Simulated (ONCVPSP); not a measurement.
Ga (Z = 31): variants of one ONCV potential

Base potential:

- Element: gallium (Ga)
- Generator: ONCVPSP 4.0.1
- Type: optimised norm-conserving Vanderbilt (ONCV)
- Functional: Wu-Cohen
- Relativity: fully relativistic
- Frozen core: [Ne] 3s2
- Valence charge: 19
- Reference configuration: 3p6 3d10 4s2 4p1
- Partial waves: 4s: rc 1.60 bohr, ncon 4, nbas 7, qcut 4.3 1/bohr, 2 projectors, debl 1.4 Ha; 3p+4p: rc 1.20 bohr, ncon 4, nbas 7, qcut 14.4 1/bohr, 3 projectors, debl 2.5 Ha; 3d: rc 0.70 bohr, ncon 4, nbas 7, qcut 13.2 1/bohr, 2 projectors, debl 1 Ha
- Local potential: polynomial inside 0.50 bohr (lpopt 5, dvloc0 2 Ha)
- Core correction: polynomial model core, fcfact 0.65

Open shells are filled in proportion to 2j + 1.

All-electron outer shells of the reference configuration (Wu-Cohen, scalar-relativistic, ld1.x):

```
shell  level (eV)  outermost node (bohr)  outermost maximum (bohr)
   2p    -1098.89                      –                      0.15
   3s     -147.85                   0.27                      0.56
   3p      -98.74                   0.24                      0.56
   3d      -19.15                      –                      0.53
   4s       -8.99                   0.81                      1.90
   4p       -2.56                   0.87                      2.53
```

Cutoffs, loose and tight: the cutoffs (Ha) at which the residual kinetic energy of the hardest occupied pseudo-wave falls to 1 and 0.1 mHa per electron. They do not see the model core or the augmentation charge, which bear on the density cutoff. Test errors are all-electron minus pseudo excitation energies from the reference, over the configurations 3p6 3d10 4s2 4p0; 3p6 3d10 4s1 4p0; 3p6 3d10 4s0 4p0; 3p6 3d10 4s1 4p1. A dash means not determined; rows that change the core or the reference have their own tests. The largest error is taken over the tests solved by every variant that gives reliable tests at all: 3p6 3d10 4s1 4p0; 3p6 3d10 4s1 4p1; 3p6 3d10 4s2 4p0.

A true bound ghost makes a file unfit for plane-wave use even where its test errors are small: the radial tests pick states by their node count and pass the ghost by.

```csv
change,outcome,"cutoff, loose","cutoff, tight",bound ghosts,GHOST(+) flags above zero,largest test error (meV)
base,generated,354 Ha,472 Ha,s,none,-7.1
"local potential polynomial inside 0.55 bohr (lpopt 5, dvloc0 0 Ha)",generated,354 Ha,472 Ha,s,"s, d5/2, d3/2",-7.1
"core correction polynomial model core, fcfact 0.75",generated,354 Ha,472 Ha,s,none,-7.1
"local potential polynomial inside 0.50 bohr (lpopt 5, dvloc0 -2.5 Ha)",generated,354 Ha,472 Ha,s,s,-7.1
```

(1) What comes out with this change to the base: d: rc 0.78?

(2) What comes out with this change to the base: all radii but the core radius scaled by about 1.31 (s 2.10, p 1.56, d 0.92 bohr); local potential polynomial inside 0.66 bohr (lpopt 5, dvloc0 2 Ha)?

(3) What comes out with this change to the base: d: rc 0.88?

Answers

(1) outcome: generated; cutoff, loose: 274 Ha; cutoff, tight: 355 Ha; bound ghosts: s; GHOST(+) flags above zero: d5/2, d3/2; largest test error (meV): -6.9.

(2) outcome: generated; cutoff, loose: 160 Ha; cutoff, tight: 213 Ha; bound ghosts: s; GHOST(+) flags above zero: none; largest test error (meV): -7.4.

(3) outcome: generated; cutoff, loose: 197 Ha; cutoff, tight: 237 Ha; bound ghosts: s; GHOST(+) flags above zero: none; largest test error (meV): -6.7.
